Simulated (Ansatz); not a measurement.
Molecule: C3H12Si2, net charge 0, singlet state. 
Structure (B3LYP-D3(BJ)/def2-TZVP (Ansatz, a quantum-chemistry and plane-wave program) minimum search):
SMILES: [SiH3]C(CC)[SiH3]
```xyz
17

C      2.5007     0.3677     0.1939
C      1.3261    -0.1795    -0.6145
C     -0.0530     0.3698    -0.1812
Si    -1.4106    -0.2131    -1.3494
Si    -0.4916    -0.0374     1.6072
H      3.4494    -0.0060    -0.1955
H      2.4389     0.0792     1.2449
H      2.5270     1.4591     0.1532
H      1.3166    -1.2716    -0.5431
H      1.4887     0.0504    -1.6720
H     -0.0415     1.4650    -0.2584
H     -1.6404    -1.6698    -1.1829
H     -1.0098     0.0347    -2.7573
H     -2.6817     0.4995    -1.0802
H     -1.9301     0.2262     1.8544
H      0.2915     0.7660     2.5766
H     -0.2213    -1.4737     1.8625
```

Basis-set convergence of Hartree-Fock and MP2 correlation energies (hartree) with Ansatz. Correlated levels leave the core frozen unless marked. No spin-orbit coupling. Non-relativistic.

```tsv
basis	functions	E(HF)	E(corr, MP2)
aug-cc-pV(D+d)Z	241	-698.47122	-0.67820
aug-cc-pV(T+d)Z	524	?	?
```

Problem. Some entries are withheld; supply them.

Solution. 
- aug-cc-pV(T+d)Z, E(HF): -698.52623
- aug-cc-pV(T+d)Z, E(corr, MP2): -0.80863
